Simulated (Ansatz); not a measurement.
Total energies of [GaFH3]- (GaH3F⁻) from Ansatz at PBE0-D4/def2-TZVPD, gas phase (1 Eh = 27.2114 eV = 2625.5 kJ/mol). The reference geometry is relaxed at r2SCAN-D4/def2-TZVPD.

Cartesian coordinates in Å:
```
Ga -0.034 0.091 0.029
F 0.583 -1.573 -0.494
H 0.620 1.152 -0.993
H 0.470 0.300 1.545
H -1.640 0.030 -0.087
```

| state | geometry | energy (Eh) |
| --- | --- | --- |
| charge -1 singlet | reference | -2026.26924 |
| charge 0 doublet | reference | -2026.09770 |
| charge 0 doublet | relaxed at r2SCAN-D4/def2-TZVPD | -2026.12891 |

(1) Work out the vertical ionisation energy to the doublet.

(2) How much does the charge 0 doublet relax, and what is the adiabatic ionisation energy?

(1) E(charge 0 doublet) − E(charge -1 singlet) = -2026.09770 − (-2026.26924) = 0.17154 Eh = 4.67 eV. For comparison, −ε of the highest occupied level is 2.40 eV at this level, 2.27 eV less.

(2) Relaxation: -2026.09770 − (-2026.12891) = 0.03121 Eh = 0.85 eV. Adiabatic ionisation energy: 0.14033 Eh = 3.82 eV, without zero-point energy.
